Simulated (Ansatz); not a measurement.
Ansatz (a quantum-chemistry and plane-wave program) input:

Ansatz 0.2 input:
```yaml
crystal:
  periodic: [false, false, false]
  atoms:
    - {symbol: C, position_ang: [1.28908202, 0.05065326, -0.02399096]}
    - {symbol: C, position_ang: [0.04829639, -0.16914329, 0.32237893]}
    - {symbol: O, position_ang: [-1.03402321, 0.19774149, -0.43129402]}
    - {symbol: H, position_ang: [2.26967487, -0.13066286, 0.37328434]}
    - {symbol: H, position_ang: [-0.18180107, -0.67394422, 1.26367613]}
    - {symbol: H, position_ang: [-1.83995856, -0.06638461, 0.02306391]}
basis:
  gaussian:
    orbitals: def2-TZVPD
hamiltonian:
  xc: {name: r2SCAN}
magnetization: {spin_polarized: true, initial_magnetization: 1}
output: {forces: true}
```

### Question
Predict the final energy.

### Answer
-153.10193 Eh (r2SCAN/def2-TZVPD). The basis has 141 functions.

It need not be the lowest isomer of its formula.
